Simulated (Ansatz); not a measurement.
```yaml
crystal:
  periodic: [false, false, false]
  atoms:
    - {symbol: C, position_ang: [-1.554180, 0.879366, 0.620978]}
    - {symbol: Si, position_ang: [0.170195, 0.275928, 1.011158]}
    - {symbol: C, position_ang: [0.828375, -0.987018, -0.276617]}
    - {symbol: C, position_ang: [1.019181, -0.358927, -1.715377]}
    - {symbol: O, position_ang: [0.634232, 0.694166, -1.891284]}
    - {symbol: H, position_ang: [-1.903800, 1.434357, 1.390628]}
    - {symbol: H, position_ang: [-2.245630, -0.003681, 0.556663]}
    - {symbol: H, position_ang: [-1.631512, 1.414110, -0.365418]}
    - {symbol: H, position_ang: [0.159675, -0.463189, 2.300433]}
    - {symbol: H, position_ang: [1.061133, 1.386567, 1.061692]}
    - {symbol: H, position_ang: [1.789428, -1.352348, 0.065120]}
    - {symbol: H, position_ang: [0.140783, -1.851573, -0.371789]}
    - {symbol: H, position_ang: [1.407786, -1.038780, -2.458190]}
basis:
  gaussian: {orbitals: def2-SVPD, point_charges: [{charge: 2.00, position_ang: [6.273, -0.078, 0.381]}]}
magnetization: {spin_polarized: true, initial_magnetization: 1}
hamiltonian: {xc: {name: B2GP-PLYP}}
```

```sh
$ ansatz run in.yaml --threads 4 --pin off --events-out ev --progress --plain --max-ram 10444MiB
```

(1) How does Ansatz answer? (Best estimate.)

Answers

(1) Computed: The input was rejected before any iteration.
```
Error: a molecule whose nuclei and cores have a total charge of 48 cannot have a net charge of 0 together with 1 unpaired electrons
```
